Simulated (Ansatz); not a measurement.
Reactions of C3H5ClO, SMILES `ClC1CCO1`.

Isolated molecules relaxed with PBE0-D4/def2-TZVP in Ansatz; ΔE leaves out vibrations. CBS: MP2 limit from def2 TZ/QZ plus the TZ coupled-cluster correction, frozen cores. This one scheme is used for every species, atoms too. Functionals use def2-TZVPP. Open shells (•) are unrestricted, without spin–orbit coupling. Spin–orbit coupling would lower the free atoms: a little for C, Cl, O. Elements past krypton have def2 core potentials. Bonds to I are less sure, by a few kJ/mol each and by 10 to 20 or more in all where they break to atoms, as the def2 sets lack core-valence functions. One conformer a species, not always the lowest.

```csv
reaction,CCSD(T)/CBS(def2) (kcal/mol)
`ClC1CCO1` + HI → `IC1CCO1` + HCl,?
`ClC1CCO1` → `CO/C=C/Cl`,5.1
`ClC1CCO1` + H₂ → `C1COC1` + HCl,-12.8
`ClC1CCO1` → 3 C• + Cl• + 5 H• + O•,931.4
```

Task: Fill in the missing values. (Best estimate.)

Result: Computed: `ClC1CCO1` + HI → `IC1CCO1` + HCl: -3.1 kcal/mol.

Largest T1 diagnostic: 0.012, for `CO/C=C/Cl`.
